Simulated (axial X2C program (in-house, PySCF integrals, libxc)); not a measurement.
Levels of GeBr by electron attachment to GeBr⁺ (EOM-EA-CCSD)

Computed with an axial X2C code built on PySCF integrals: two-component X2C with atomic mean-field Coulomb and Gaunt terms, Gaussian nuclei, basis Br dyall-acv3z, Ge dyall-acv3z with contracted cores.

R = 2.677 Å (1.150 times 2.328 Å, the PBE0 minimum at charge 0 for the lowest determinant).

Levels of GeBr obtained by attaching an electron to GeBr⁺:

```json
{"Ω": "1/2", "binding energy (eV)": "7.863", "above lowest (cm⁻¹)": "0", "attached spinor": "88% Ge pπ", "one-particle weight": "0.94"}
{"Ω": "3/2", "binding energy (eV)": "7.746", "above lowest (cm⁻¹)": "942", "attached spinor": "88% Ge pπ", "one-particle weight": "0.95"}
{"Ω": "1/2", "binding energy (eV)": "5.796", "above lowest (cm⁻¹)": "16672", "attached spinor": "52% Ge pσ, 21% Br pσ, 10% Ge dσ", "one-particle weight": "0.95"}
{"Ω": "1/2", "binding energy (eV)": "3.121", "above lowest (cm⁻¹)": "38252", "attached spinor": "79% Ge sσ, 8% Br sσ, 7% Ge dσ", "one-particle weight": "0.98"}
{"Ω": "1/2", "binding energy (eV)": "2.089", "above lowest (cm⁻¹)": "46570", "attached spinor": "90% Ge pπ", "one-particle weight": "0.99"}
{"Ω": "3/2", "binding energy (eV)": "2.080", "above lowest (cm⁻¹)": "46644", "attached spinor": "90% Ge pπ", "one-particle weight": "0.99"}
```

Question: Take the first Ω = 1/2 and Ω = 3/2 rows of π character: how far apart are they, and which lies lower?

Answer: E(3/2) − E(1/2) = 942 − 0 = 942 cm⁻¹ at EOM-EA-CCSD: regular, Ω = 1/2 lower. Splittings at this level can be off by ten to twenty per cent.

This point took 17 s on 1 thread of Intel(R) Xeon(R) Processor @ 2.30GHz (shared host).

Reference electrons by ω block (each with its −ω partner): 1/2: 22, 3/2: 9, 5/2: 2. 10 electrons of GeBr⁺ correlated (inner shells frozen), 92 natural virtual spinors (a truncated set); levels can be off by some tenths of an eV. Roots sought by Ω: (1/2: 5, 3/2: 4, 5/2: 2, 7/2: 1); the list ends where they run out and leaves out roots under 60 % one-particle weight. The solver can skip a root, and states that need a further excitation, which the method places far too high, are missing though they may lie low or lowest. T1 of the reference 0.039 (Lee–Taylor). The reference was not checked to be the lowest state of its species. Number of frozen shells: Br 3 s, 2 p, 1 d; Ge 3 s, 2 p, 1 d. Large amplitudes in the reference (orbital relaxation or multireference character) lower the reliability.
